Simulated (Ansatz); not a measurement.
Ideal-gas functions of `[NH2][SnH3]` at 800 K and 1 bar, from an Ansatz frequency run at PBE0-D4/def2-TZVP.

Molar mass 137.76 g/mol, point group Cs (symmetry number 1), electronic degeneracy 1, moments of inertia 9.616, 67.631, 68.751 u Å². Harmonic wavenumbers (cm⁻¹, unscaled): 124, 467, 472, 559, 640, 704, 722, 722, 875, 1571, 1905, 1959, 1962, 3539, 3633.

Use S(trans) = R[1.5 ln M + 2.5 ln T − 1.1517]; rotational temperatures θ = 24.2544 K / I; S(rot) = R[ln(√π/σ · √(T³/θAθBθC)) + 1.5]; for each mode x = 1.438777 ν̃/T, S = R[x/(eˣ − 1) − ln(1 − e⁻ˣ)] and H = RT x/(eˣ − 1); 1 cm⁻¹ = 0.0119627 kJ/mol; R = 8.31446 J/(mol·K).

By hand: the entropy, in J/(mol·K).

Translation 190.8. Rotation: θ = 2.5223, 0.3586, 0.3528 K, giving 105.3. Vibration, mode by mode: 20.81, 10.01, 9.92, 8.61, 7.59, 6.89, 6.70, 6.70, 5.35, 1.99, 1.23, 1.14, 1.13, 0.11, 0.09, in all 88.3. Electronic 0.0. Sum 384.4 J/(mol·K).

By hand: H − E and G − E in kJ/mol, counted from the electronic energy.

Zero-point energy ½ × 19854 × 0.0119627 = 118.8; thermal vibration 37.8; translation, rotation and pV give 4 RT = 26.6. H − E = 183.2 kJ/mol, and G − E = 183.2 − 800 × 384.4/1000 = -124.3 kJ/mol.

Vibration gives 23 % of the entropy, 20.8 J/(mol·K) of it from the mode under 150 cm⁻¹: soft modes count most, and the harmonic formula is weakest for them.
